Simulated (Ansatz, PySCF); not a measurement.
C3H9NSi2, SMILES N#C[C@@H]([SiH3])C[SiH3]. Atoms are numbered in the order given.

```xyz
15

N     -0.0615     2.1890    -1.3505
C      0.1491     1.1310    -0.9269
C      0.4438    -0.1767    -0.3642
Si     2.2995    -0.2525     0.1086
C     -0.4549    -0.5306     0.8382
Si    -2.3095    -0.6398     0.4524
H      0.3031    -0.9192    -1.1711
H      3.1481     0.0585    -1.0767
H      2.5539     0.7249     1.2057
H      2.5771    -1.6388     0.5902
H     -0.1410    -1.5071     1.2444
H     -0.3064     0.2016     1.6499
H     -2.5182    -1.6245    -0.6541
H     -3.0333    -1.1111     1.6714
H     -2.8456     0.6875     0.0341
```

The structure is a stationary point at PBE0-D3(BJ)/def2-SVP. The structure was generated by enumeration; whether it is a known compound was not checked. One conformer was computed; it need not be the lowest.

Two levels are set side by side: PBE-D3(BJ)/def2-SVP (Ansatz, a first-principles code) and PBE0-D3(BJ)/def2-SVP (Ansatz). Each level has its own optimised geometry; the coordinates shown are those of the second. Frequencies come from the Hessian of PySCF at each geometry. Differences are taken from unrounded values.

```tsv
quantity	PBE0-D3(BJ)	PBE-D3(BJ)	PBE-D3(BJ) minus PBE0-D3(BJ)
mean bond length (Å)	1.446	1.455	0.010
bond N1–C2 (Å)	1.159	1.173	0.014
bond C2–C3 (Å)	1.454	1.459	0.005
bond C3–Si4 (Å)	1.916	1.930	0.014
bond C3–C5 (Å)	1.542	1.552	0.010
bond C5–Si6 (Å)	1.898	1.909	0.012
bond C3–H7 (Å)	1.106	1.114	0.008
bond Si4–H8 (Å)	1.491	1.501	0.010
bond Si4–H9 (Å)	1.491	1.501	0.010
bond Si4–H10 (Å)	1.494	1.504	0.010
bond C5–H11 (Å)	1.103	1.111	0.008
bond C5–H12 (Å)	1.103	1.111	0.008
bond Si6–H13 (Å)	1.496	1.506	0.010
bond Si6–H14 (Å)	1.494	1.504	0.010
bond Si6–H15 (Å)	1.491	1.501	0.010
highest harmonic wavenumber (cm⁻¹)	3127	3039	-88
mean harmonic wavenumber (cm⁻¹)	1173	1133	-39
zero-point energy (kcal/mol)	65.37	63.18	-2.19
```

GGA bonds tend to be longer and softer than those of functionals with exact exchange. Differences between two approximate levels are no errors against the true value.
